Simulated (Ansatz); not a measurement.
`C[SiH](F)CCl` + `C=CF` → `C=C(F)CCl` + `C[SiH2]F`  (formal exchange of groups at a C–Si bond)

Calculated with Ansatz (gas phase, PBE0-D4/def2-TZVP geometries, no zero-point term in ΔE). CCSD(T)/CBS is the MP2 limit (def2-TZVPP, def2-QZVPP) plus CCSD(T) − MP2 in def2-TZVPP, frozen cores. Functionals use def2-TZVPP. B3LYP here is the variant with VWN-RPA as its local correlation; programs differ in this. Each species was taken in one conformer, which may not be the lowest.

```
          level  ΔE (eV)
         PBE-D4     0.24
        ωB97M-V     0.27
         B2PLYP     0.23
         r2SCAN     0.24
          B3LYP     0.22
CCSD/def2-TZVPP     0.24
   HF/CBS(def2)     0.19
 CCSD/CBS(def2)     0.26
```

Question: What does CCSD(T)/CBS give? (An estimate is asked.)

Answer: Ansatz gave: +0.26 eV. The listed levels differ from it by -0.02, 0.01, -0.03, -0.02, -0.04, -0.02, -0.07, 0.00 eV.

Largest T1 diagnostic among the species: 0.012.

In def2-TZVPP, CCSD(T) changes the Hartree–Fock value by +0.04 eV (the triples alone add −0.00 eV) and MP2 by +0.04 eV.
